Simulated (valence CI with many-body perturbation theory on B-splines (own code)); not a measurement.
## Os44+: E2, M1 decay

Computed by configuration interaction combined with many-body perturbation theory (CI+MBPT): four valence electrons over a frozen Dirac-Fock core [Ar] 3d10, radial functions for each j: 11 s, 11 p, 9 d, 7 f, 5 g, 2 h, 1 i, with the one-electron correlation potential Σ1 (screened to all orders), the two-electron term Σ2, the three-electron term Σ3, Breit, model QED; selected single and double excitations, second order for the rest (own B-spline code, finite nucleus).

No measured spectrum was set against this ion. As an estimate, large intervals hold to a few tenths of a per cent, small ones and those within an open d or f shell to about a per cent.

Lines 1 to 13 of 13 in falling wavelength, among levels below 541.30 eV, chosen from the decays that carry over 1 % of a level's rate. Wavelengths and rates use the calculated energies. Electric multipoles are in the length gauge, E1 and E2 with the static RPA response of the core. S is in atomic units (e²a₀⁴ for E2 and M2, e²a₀⁶ for E3), for M1 in squared Bohr magnetons. Weak lines are less certain than strong ones. Lines between different terms over intervals too small for the method are left out, as are lines whose strength nearly cancels.

Levels are named by their leading jj configuration (3d3/2^4 stands for four electrons in 3d with j = 3/2), which in mixed levels can hold well under half, so a name can repeat and another be missing.

| λ vac (Å) | Upper | Lower | Type | A (s⁻¹) | S (a.u.) |
| --- | --- | --- | --- | --- | --- |
| 152.9 | (4s^2 4p3/2 4d5/2) J=4 | (4s 4p1/2 4p3/2^2) J=3 | M1 | 5.91e+05 | 7.06e-01 |
| 119.3 | (4s^2 4p3/2 4d5/2) J=4 | (4s^2 4p1/2 4d5/2) J=3 | M1 | 5.55e+06 | 3.15e+00 |
| 119.3 | (4s^2 4p3/2 4d5/2) J=4 | (4s^2 4p1/2 4d5/2) J=3 | E2 | 8.93e+04 | 1.73e-02 |
| 116.7 | (4s^2 4p1/2 4p3/2) J=1 | (4s^2 4p1/2^2) J=0 | M1 | 7.75e+06 | 1.37e+00 |
| 116.4 | (4s^2 4p3/2 4d5/2) J=4 | (4s^2 4p1/2 4d5/2) J=2 | E2 | 1.24e+05 | 2.12e-02 |
| 113.1 | (4s^2 4p3/2^2) J=2 | (4s^2 4p1/2 4p3/2) J=2 | M1 | 6.31e+06 | 1.69e+00 |
| 113.1 | (4s^2 4p3/2^2) J=2 | (4s^2 4p1/2 4p3/2) J=2 | E2 | 4.81e+05 | 3.98e-02 |
| 112.0 | (4s^2 4p1/2 4p3/2) J=2 | (4s^2 4p1/2^2) J=0 | E2 | 2.63e+05 | 2.07e-02 |
| 108.7 | (4s^2 4p3/2^2) J=2 | (4s^2 4p1/2 4p3/2) J=1 | M1 | 6.54e+06 | 1.56e+00 |
| 108.7 | (4s^2 4p3/2^2) J=2 | (4s^2 4p1/2 4p3/2) J=1 | E2 | 2.32e+05 | 1.57e-02 |
| 104.0 | (4s^2 4p3/2^2) J=0 | (4s^2 4p1/2 4p3/2) J=2 | E2 | 9.88e+05 | 1.07e-02 |
| 100.2 | (4s^2 4p3/2^2) J=0 | (4s^2 4p1/2 4p3/2) J=1 | M1 | 1.57e+07 | 5.86e-01 |
| 63.62 | (4s^2 4p3/2 4d5/2) J=4 | (4s 4p1/2^2 4p3/2) J=2 | E2 | 1.04e+05 | 8.73e-04 |
